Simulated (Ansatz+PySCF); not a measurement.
## quartet FeH: levels of theory in one basis

```xyz
2

Fe    0.0000    0.0000    0.0000
H     0.0000    0.0000    1.6744
```

Basis set: def2-SVP (spherical functions). Frozen core: 5 orbitals. Correlation on ROHF uses semicanonical orbitals with singles. Charge 0, multiplicity 4.

Computed with Ansatz (development build ahead of 0.2.0); each method stands on the lowest determinant of its kind that the runs found.

```tsv
method	E − E(ROHF) (eV)	<S²> of the determinant
ROHF	0.00	3.75
UHF	-2.04	4.73
UHF-MP2	-8.77	4.73
```

(1) What does ROHF-MP2 give on the same scale?

(2) Is a single determinant a sound starting point here?

## Answers

(1) -8.61 eV.

(2) It is doubtful. Unrestricted orbitals lower Hartree–Fock by 2.04 eV and <S²> is 4.73 where a pure state has 3.75, a sign of strong static correlation.

Caution: another spin multiplicity may lie lower. Caution for ROHF, ROHF-MP2: an unrestricted determinant lies well below. Caution for UHF, UHF-MP2: the unrestricted determinant is a mixture of spin states.
